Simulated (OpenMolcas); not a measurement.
# Mo: effect of the IPEA shift

```json
{
  "Program": "OpenMolcas",
  "Basis": "ANO-RCC-VTZP [7s6p4d2f1g]",
  "Scalar Hamiltonian": "DKH2, point nucleus",
  "Active space": "6 electrons in 6 orbitals (4d 5s)",
  "State averaging": "2S+1 = 7 even, 1 root; 2S+1 = 5 even, 23 roots; 2S+1 = 3 even, 30 roots; 2S+1 = 1 even, 1 root (0 in the spin-orbit step)",
  "Spin-orbit coupling": "RASSI with atomic mean-field integrals over the reference wave functions, term energies averaged over their components"
}
```

Methods on the same reference wave functions:
A. CASSCF
B. MS-CASPT2, IPEA 0 Eh, imaginary shift 0.1 Eh (closed shells correlated: 4s 4p)
C. MS-CASPT2, IPEA 0.25 Eh, imaginary shift 0.1 Eh (closed shells correlated: 4s 4p)

Energies in cm-1 above 4d5 5s 7S3, the measured ground level; measured values from NIST Handbook of Basic Atomic Spectroscopic Data.

```
            Level      A      B      C  Measured
       4d5 5s 7S3    0.0    0.0    0.0       0.0
       4d5 5s 5S2  16529   9190  11040     10768
      4d4 5s2 5D0  20341   7900  10340     10966
      4d4 5s2 5D1  20432   8040  10480          
      4d4 5s2 5D2  20614   8320  10750          
      4d4 5s2 5D3  20891   8740  11150          
      4d4 5s2 5D4  21286   9300  11680          
       4d5 5s 5G4  22871  18670  18880          
       4d5 5s 5G5  22871  18670  18880          
       4d5 5s 5G3  22871  18670  18880          
       4d5 5s 5G6  22871  18670  18880          
       4d5 5s 5G2  22871  18670  18880     16641
4d5 5s 5P3 [73 %]  26013  19780  20530          
4d5 5s 5P2 [74 %]  26029  19900  20580          
       4d5 5s 5P1  26072  20140  20750
```

Deviations, from unrounded energies. A percentage is the sum of absolute deviations over the sum of measured energies, with the sign that they share, or ± where signs differ.

```tsv
Against measurement	Levels	A	B	C
mean absolute deviation (cm-1)	3	7100	2200	1000
other terms of the ground configuration (%)	2	+43.7	±13.2	+9.2
other configurations (%)	1	+85.5	-28.0	-5.7
```

C lies closest to measurement on these levels and A furthest from it. The largest miss of C in the table is 4d5 5s 5G2, by +2200 cm-1. The ranking rests on the paired levels alone, and a cruder setting can come out closer through cancelling errors.

Between B and C the level of the table that moves most is 4d4 5s2 5D0, by 2400 cm-1 (lowest in B, highest in C). Moves below CASPT2's spread within the term are not significant.

From A to B the spin-free energies of the other terms of 4d5 5s shown, above 7S, scale by factors of 0.56 to 0.81.

The lowest spin-free term lies below A's lowest term by 0.422 hartree in B, 0.399 hartree in C.

CASPT2 breaks the degeneracy within a term, and the mean is taken; among the terms shown or strongly mixed into the levels shown the widest spread is 550 cm-1 (4d5 5s 5G, C). Over all roots computed the reference weight is 0.82 to 0.89 in B; the roots of lowest weight are the least certain, and an intruder state may touch them. Some high roots are left out of the spin-orbit mixing, which shifts the levels that they would mix with. Configurations are named by rounded mean occupations; where the s occupation lies near a half they are strongly mixed, a name can repeat and a true partner stay unpaired. A single d shell beside an s shell can misplace configurations of different d count against each other. Without dynamic correlation excited terms often stand tens of per cent too high (terms of higher spin than the ground term too low), and those without a measured partner can miss by more than the paired ones (holds for A). The CASPT2 spread within a term exceeds the gap to the next term for 4d5 5s 5S and 4d4 5s2 5D, so the order of their levels is uncertain, and so are names and mixing where such terms share a J (holds for C). Measured partners are found by configuration, term and J. A level has none where our copy of the source lacks it or the pairing is in doubt (some pairs that miss far off the trend of their configuration count as doubtful), and it then counts in no deviation. Levels of configurations outside the active space are missing. The table leaves out levels that lie high or whose names do not pair safely across all columns.

A share in square brackets marks a mixed level and gives the weight of the term that names it, the lowest over the columns.
